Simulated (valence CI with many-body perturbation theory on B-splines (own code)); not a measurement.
The numbers below are computed, except where a source is named.
Hyperfine factors and g values of Pb LXVIII

Level of theory: relativistic CI+MBPT: five valence electrons over a frozen Dirac-Fock core [Ne], a basis of 9 s, 9 p, 8 d, 6 f, 3 g, 1 h functions for each j, with the one-electron correlation potential Σ1, the two-electron term Σ2, the three-electron term Σ3, Breit, model QED; selected CI, second order for the rest (own B-spline code, finite nucleus).

No measured spectrum was set against this ion. As an estimate, large intervals hold to a few tenths of a per cent, small ones and those within an open d or f shell to about a per cent. Among the levels kept, up to 620 cm⁻¹ of a level comes from second order outside the variational space, and about a tenth of that is noise between levels of different J, which matters for small intervals.

A/g_I is the dipole constant over the nuclear g factor μ/I (μ in nuclear magnetons, uniformly magnetised nucleus), B/Q the quadrupole constant per barn. Both hold the static response of the core; the bare values leave it out. Large factors of s and p1/2 electrons are usually good to 5 to 10 %; those of open d and f shells near neutrality can be off by tens of per cent, and small factors of p3/2, d and f electrons come from cancelling terms and can be off by a factor of two or in sign, in half-filled shells by more. B is blank for J = 1/2, where it vanishes, and for nearly pure S terms. Energies count from the lowest level.

Levels are named by their leading jj configuration (3d3/2^4 stands for four electrons in 3d with j = 3/2), which in mixed levels can hold well under half, so a name can repeat and another be missing. Letters in brackets count levels of one name in rising energy.

```csv
Level,E (eV),g,A/g_I (MHz),A/g_I bare,B/Q (MHz/b),B/Q bare
(3s^2 3p1/2^2 3p3/2) J=3/2,0.0,1.331,301000,300000,608000,601000
(3s^2 3p1/2^2 3d3/2) J=3/2,262.2,0.776,163000,167000,106000,109000
(3s^2 3p1/2^2 3d5/2) J=5/2,408.9,1.189,65400,69300,96800,99800
(3s^2 3p1/2 3p3/2^2) J=3/2,568.2,1.451,-269000,-261000,33100,32700
(3s^2 3p1/2 3p3/2^2) J=5/2,581.3,1.182,882000,870000,-1330,-1300
(3s^2 3p1/2 3p3/2^2) J=1/2,599.0,0.642,3190000,3130000,,
(3s 3p1/2^2 3p3/2^2) J=5/2,774.7,1.449,2010000,1970000,93900,92700
(3s 3p1/2^2 3p3/2^2) J=3/2,806.6,1.138,-1080000,-1050000,-46900,-46100
(3s 3p1/2^2 3p3/2^2) J=1/2,810.6,1.987,8190000,8030000,,
(3s^2 3p1/2 3p3/2 3d3/2) J=5/2 [a],827.0,0.955,658000,652000,-53800,-51200
(3s^2 3p1/2 3p3/2 3d3/2) J=1/2 [a],831.1,0.234,1160000,1150000,,
(3s^2 3p1/2 3p3/2 3d3/2) J=3/2 [a],831.9,0.901,665000,659000,-358000,-354000
(3s^2 3p1/2 3p3/2 3d3/2) J=7/2,840.8,1.009,653000,647000,690000,686000
(3s^2 3p1/2 3p3/2 3d3/2) J=5/2 [b],875.5,1.143,48700,53700,642000,636000
(3s^2 3p1/2 3p3/2 3d3/2) J=1/2 [b],888.5,1.656,2320000,2280000,,
(3s^2 3p1/2 3p3/2 3d3/2) J=3/2 [b],890.5,1.205,-241000,-230000,28900,27100
(3s^2 3p1/2 3p3/2 3d5/2) J=7/2 [a],958.2,1.298,-181000,-173000,670000,666000
(3s^2 3p1/2 3p3/2 3d5/2) J=9/2,972.6,1.174,490000,486000,694000,690000
(3s^2 3p1/2 3p3/2 3d5/2) J=3/2 [a],973.4,1.319,-528000,-513000,-231000,-228000
(3s^2 3p1/2 3p3/2 3d5/2) J=5/2 [a],977.3,1.106,637000,630000,-440000,-434000
(3s^2 3p1/2 3p3/2 3d5/2) J=5/2 [b],998.1,1.282,-175000,-167000,6230,7840
(3s^2 3p1/2 3p3/2 3d5/2) J=7/2 [b],1000.8,1.126,569000,563000,-29200,-26300
(3s^2 3p1/2 3p3/2 3d5/2) J=3/2 [b],1010.8,0.932,969000,957000,59200,59400
(3s^2 3p1/2 3p3/2 3d5/2) J=1/2,1014.8,1.220,-1010000,-983000,,
(3s 3p1/2^2 3p3/2 3d3/2) J=5/2 [a],1032.7,1.243,1600000,1580000,190000,187000
(3s 3p1/2^2 3p3/2 3d3/2) J=3/2 [a],1034.9,1.231,755000,747000,15800,13500
(3s 3p1/2^2 3p3/2 3d3/2) J=1/2 [a],1037.9,2.311,4820000,4730000,,
(3s 3p1/2^2 3p3/2 3d3/2) J=7/2,1045.3,1.222,1510000,1490000,674000,670000
(3s 3p1/2^2 3p3/2 3d3/2) J=3/2 [b],1065.4,1.005,877000,866000,-307000,-303000
(3s 3p1/2^2 3p3/2 3d3/2) J=5/2 [b],1075.8,0.857,-301000,-289000,319000,318000
(3s 3p1/2^2 3p3/2 3d3/2) J=1/2 [b],1082.0,0.549,1640000,1620000,,
(3s^2 3p1/2 3d3/2^2) J=5/2,1107.3,0.803,417000,415000,158000,157000
(3s^2 3p1/2 3d3/2^2) J=1/2,1155.6,0.633,3160000,3100000,,
(3s^2 3p1/2 3d3/2^2) J=3/2,1159.9,0.799,-464000,-448000,-47300,-46400
(3s 3p1/2^2 3p3/2 3d5/2) J=9/2,1163.7,1.333,1170000,1160000,690000,686000
(3s^2 3p3/2^3) J=3/2,1169.5,1.304,308000,307000,-637000,-629000
(3s 3p1/2^2 3p3/2 3d5/2) J=5/2 [a],1183.5,1.363,1750000,1730000,-332000,-327000
(3s 3p1/2^2 3p3/2 3d5/2) J=7/2 [a],1191.4,1.264,781000,772000,312000,311000
(3s 3p1/2^2 3p3/2 3d5/2) J=3/2 [a],1195.8,1.113,-1010000,-984000,-332000,-328000
(3s 3p1/2^2 3p3/2 3d5/2) J=7/2 [b],1210.0,1.174,-186000,-175000,326000,327000
```

Q: Take the isotope of mass number 207, with I = 1/2, μ = 0.5906 μN. What is the hyperfine structure of (3s 3p1/2^2 3p3/2^2) J=3/2?

A: From the table A = -1270000 MHz. Shifts from the centre of gravity in MHz: F = 1: 1590000, F = 2: -952000.
